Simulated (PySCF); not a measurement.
SMILES F[Si](F)(F)c1ccccc1 (C₆H₅F₃Si), GFN2-xTB optimised geometry.

```
15

F     -1.58    -2.53    -1.45
Si    -1.34    -1.89    -0.01
F     -2.80    -1.77     0.60
F     -0.64    -3.07     0.80
C     -0.39    -0.29     0.00
C     -1.05     0.94     0.00
C     -0.34     2.12     0.00
C      1.05     2.10     0.00
C      1.72     0.89     0.00
C      1.01    -0.29     0.00
H     -2.13     0.96     0.01
H     -0.87     3.07     0.00
H      1.60     3.03     0.00
H      2.80     0.88     0.00
H      1.54    -1.23     0.00
```

Density from PySCF with PBE0/def2-TZVP at that geometry.

Minimum of the electron density along straight lines between bonded atoms, close to the bond critical point (lines longer than 1.1 times the sum of covalent radii, or with two minima, are not listed):

| bond | length / Å | ρ at the minimum / e bohr⁻³ | ∇²ρ there / e bohr⁻⁵ | position (fraction from the first atom) |
|---|---|---|---|---|
| F1–Si2 | 1.590 | 0.144 | 1.03 | 0.58 |
| Si2–F3 | 1.588 | 0.144 | 1.04 | 0.42 |
| Si2–F4 | 1.588 | 0.144 | 1.04 | 0.42 |
| Si2–C5 | 1.863 | … | 0.15 | 0.39 |
| C5–C6 | 1.397 | 0.312 | -0.90 | 0.50 |
| C6–C7 | 1.382 | 0.323 | -0.97 | 0.50 |
| C7–C8 | 1.385 | 0.322 | -0.96 | 0.50 |
| C8–C9 | 1.385 | 0.322 | -0.96 | 0.50 |
| C5–C10 | 1.397 | 0.312 | -0.90 | 0.50 |
| C9–C10 | 1.382 | 0.323 | -0.97 | 0.50 |
| C6–H11 | 1.080 | 0.290 | -1.05 | 0.65 |
| C7–H12 | 1.080 | 0.288 | -1.04 | 0.65 |
| C8–H13 | 1.080 | 0.289 | -1.04 | 0.65 |
| C9–H14 | 1.080 | 0.288 | -1.04 | 0.65 |
| C10–H15 | 1.080 | 0.289 | -1.04 | 0.65 |

Q: Fill in the missing entries.

A: 
- Si2–C5, ρ at the minimum / e bohr⁻³: 0.131
